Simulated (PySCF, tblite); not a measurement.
Isomers of C8H13Cl. Computed values, GFN2-xTB/tblite, gas phase, harmonic and unscaled. The method is semi-empirical: single wavenumbers can be off by several per cent or more. One conformer each.

Electronic energies: PBE0/pcSseg-1 single points on the GFN2-xTB geometries (PySCF, gas phase).

```tsv
SMILES	electronic energy, lowest = 0 (kcal/mol)
C[C@@H]1C[C@H]2C[C@@H]1C[C@@H]2Cl	0.0
C=C1C[C@@]1(CCl)CCC	44.7
C=C=C[C@@H](CCl)CCC	45.1
C[C@@H]1[C@H]2C[C@@H](C[C@H]1Cl)C2	15.7
C=C[C@@H]1CCCC[C@@H]1Cl	11.8
```

**Question.** How do GFN2-xTB zero-point energies change the relative energies?

**Answer.** 
```csv
SMILES,ZPE (kcal/mol),of it from modes above 1550 cm⁻¹,electronic (kcal/mol),"with ZPE, lowest = 0 (kcal/mol)",lowest mode (cm⁻¹),rings
C[C@@H]1C[C@H]2C[C@@H]1C[C@@H]2Cl,121.3,55.8,0.0,0.0,72,2
C=C[C@@H]1CCCC[C@@H]1Cl,119.5,58.2,11.8,10.0,52,1
C[C@@H]1[C@H]2C[C@@H](C[C@H]1Cl)C2,120.9,55.7,15.7,15.3,83,3
C=C1C[C@@]1(CCl)CCC,117.1,58.9,44.7,40.5,35,1
C=C=C[C@@H](CCl)CCC,116.3,58.9,45.1,40.2,30,0
```

The zero-point energies span 5.0 kcal/mol, from `C=C=C[C@@H](CCl)CCC` to `C[C@@H]1C[C@H]2C[C@@H]1C[C@@H]2Cl`. The lowest isomer stays, but the order above it changes.

**Question.** And how do the electronic energies of GFN2-xTB itself compare?

**Answer.** `C[C@@H]1C[C@H]2C[C@@H]1C[C@@H]2Cl` 0.0; `C=C[C@@H]1CCCC[C@@H]1Cl` 24.0; `C[C@@H]1[C@H]2C[C@@H](C[C@H]1Cl)C2` 14.8; `C=C1C[C@@]1(CCl)CCC` 55.4; `C=C=C[C@@H](CCl)CCC` 61.8 kcal/mol, lowest = 0. Against the energies above, taken from the same isomer `C[C@@H]1C[C@H]2C[C@@H]1C[C@@H]2Cl`, the largest difference is 16.7 kcal/mol.

**Question.** What do entropy and thermal enthalpy add at 298.15 K and 1 bar (rigid rotor, harmonic oscillator, one conformer each)?

**Answer.** 
```
                            SMILES  point group  symmetry number  S (cal/(mol K))  H − H(0) (kcal/mol)  ZPE + H − H(0) − TS (kcal/mol)
 C[C@@H]1C[C@H]2C[C@@H]1C[C@@H]2Cl           C1                1             88.7                 5.68                           100.5
           C=C[C@@H]1CCCC[C@@H]1Cl           C1                1             94.3                 6.35                            97.8
C[C@@H]1[C@H]2C[C@@H](C[C@H]1Cl)C2           C1                1             89.2                 5.80                           100.1
               C=C1C[C@@]1(CCl)CCC           C1                1            104.4                 7.40                            93.3
               C=C=C[C@@H](CCl)CCC           C1                1            107.5                 7.74                            92.0
```
